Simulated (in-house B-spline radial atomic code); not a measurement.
Configurations of Ag6+, with energies counted from [Kr] 4d5. Computed with an all-electron radial atomic-structure program (B-spline basis): scalar-relativistic (X2C) r2SCAN0, spin-polarised, spherical fractional occupations, Fermi nucleus of rms radius 4.5454 fm. Caution: exact exchange at fractional occupations of open shells leaves self-interaction of up to several eV. Shells without spins written out take the highest spin.

Occupations are held fixed; configurations that lie above the ionisation limit could autoionise.

```csv
configuration,E - E(ref) (eV),highest orbital,its <r> (bohr)
[Kr] 4d4 5s1,32.809,5s up,1.927
"[Kr] 4d(0 up, 4 down) 4f(0 up, 1 down)",58.254,4f down,1.692
[Ar] 3d10 4s2 4p5 4d6,62.094,4d down,1.132
"[Ar] 3d10 4s2 4p(2 up, 3 down) 4d(5 up, 1 down)",68.978,4d down,1.121
[Ar] 3d10 4s2 4p5 4d5 4f1,108.55,4f up,1.642
[Ar] 3d10 4s2 4p5 4d5 5d1,113.02,5d up,2.606
[Ar] 3d9 4s2 4p6 4d5 5s1,411.96,5s up,1.899
```

**Question.** Order these further configurations by energy, lowest first.
A. [Ar] 3d10 4s2 4p5 4d5 5p1
B. [Ar] 3d9 4s2 4p6 4d5 5p1
C. [Kr] 4d(1 up, 4 down)
D. [Kr] 4d(1 up, 3 down) 5s(1 up, 0 down)
E. [Ar] 3d10 4s2 4p(3 up, 2 down) 4d(1 up, 4 down) 5d(1 up, 0 down)

**Answer.** C (9.5261 eV), D (41.563 eV), A (96.35 eV), E (130.98 eV), B (424.64 eV).

**Question.** How far above the reference does [Ar] 3d9 4s2 4p6 4d5 5d1 lie?

**Answer.** 441.38 eV; its least bound orbital is 5d up with <r> = 2.574 bohr.

**Question.** How far above the reference does [Kr] 4d4 5d1 lie?

**Answer.** 61.858 eV; its least bound orbital is 5d up with <r> = 2.622 bohr.
